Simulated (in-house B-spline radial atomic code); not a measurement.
A fraction x of an electron is moved 3p → 3d in Ti IV (Ti3+), starting from [Ar] 3d1 and keeping the highest spin. Level of theory: non-relativistic M06-2X, spin-polarised, spherical fractional occupations, point nucleus; calculated with a radial B-spline atomic code at the basis-set limit.

Caution: exact exchange at fractional occupations of open shells leaves self-interaction of up to several eV.

```tsv
x	E(x) - E(0) (eV)	3p down level (eV)	3d up level (eV)
0	0.0000	-76.011	-32.438
0.125	5.3873	-75.549	-32.928
0.25	?	?	?
0.375	15.8026	-74.590	-33.893
0.5	?	?	?
0.625	25.7340	-73.587	-34.836
0.75	30.5168	-73.072	-35.300
0.875	35.1770	-72.549	-35.758
1	39.7145	-72.018	-36.210
```

**Question.** What belongs in the row x = 0.25?

**Answer.** An energy change of 10.6551 eV; 3p down at -75.075 eV, 3d up at -33.413 eV.

**Question.** What belongs in the row x = 0.5?

**Answer.** An energy change of 20.8291 eV; 3p down at -74.093 eV, 3d up at -34.367 eV.

**Question.** Check Janak's theorem between x = 0.625 and 0.75.

**Answer.** The slope of the energy is 38.26 eV; the orbital levels give 38.26 eV (ε of the receiving orbital less ε of the emptying one, averaged over the two points).
